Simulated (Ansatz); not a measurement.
Two members of one family ((SnTe)n off), computed with Ansatz in the gas phase; def2 core potentials for Sn, Te, no spin–orbit coupling. The two geometries come from different levels. Binding counts from free atoms in the multiplicity of their measured ground term, without zero-point energy. The structures are stationary points that may keep the symmetry of their start.

First: Sn2Te3 (singlet, charge 0, PBE0-D4/def2-SVP geometry).

```csv
atom,x (Å),y (Å),z (Å)
Sn1,0.375,-1.047,-1.458
Sn2,-0.129,0.462,1.770
Te3,-1.843,0.816,-0.669
Te4,0.719,1.851,-0.753
Te5,0.878,-2.083,1.110
```

| level | HOMO (eV) | LUMO (eV) | gap (eV) | binding per atom (eV) |
| --- | --- | --- | --- | --- |
| LDA (SPW92)/def2-TZVP | -5.10 | -3.52 | 1.57 | 3.18 |
| PBE-D4/def2-SVP | -4.87 | -3.29 | 1.58 | 2.69 |
| r2SCAN-D4/def2-TZVP | -5.16 | -3.24 | 1.91 | 2.53 |
| PBE0-D4/def2-SVP | -5.80 | -2.62 | 3.18 | 2.53 |
| PBE0-D4/def2-TZVP | -5.81 | -2.58 | 3.23 | 2.57 |

Second: Sn4Te3 (singlet, charge 0, r2SCAN-D4/def2-SVP geometry).

| atom | x (Å) | y (Å) | z (Å) |
| --- | --- | --- | --- |
| Sn1 | -1.575 | 1.206 | -1.154 |
| Sn2 | 2.067 | -0.394 | -0.708 |
| Sn3 | -1.555 | -1.620 | 0.474 |
| Sn4 | -0.535 | 1.111 | 1.935 |
| Te5 | 0.996 | -1.379 | 1.881 |
| Te6 | -0.369 | -1.255 | -2.174 |
| Te7 | 0.971 | 2.330 | -0.255 |

Task: What does the change do? Estimate second minus first.

Result: 
| level | Δ HOMO (eV) | Δ LUMO (eV) | Δ gap (eV) | Δ binding per atom (eV) |
| --- | --- | --- | --- | --- |
| LDA (SPW92)/def2-TZVP | -0.06 | 0.34 | 0.40 | 0.23 |
| PBE-D4/def2-SVP | -0.08 | 0.38 | 0.46 | 0.25 |
| r2SCAN-D4/def2-TZVP | 0.00 | 0.38 | 0.38 | 0.24 |
| PBE0-D4/def2-SVP | 0.09 | 0.23 | 0.14 | 0.26 |
| PBE0-D4/def2-TZVP | 0.14 | 0.21 | 0.07 | 0.25 |
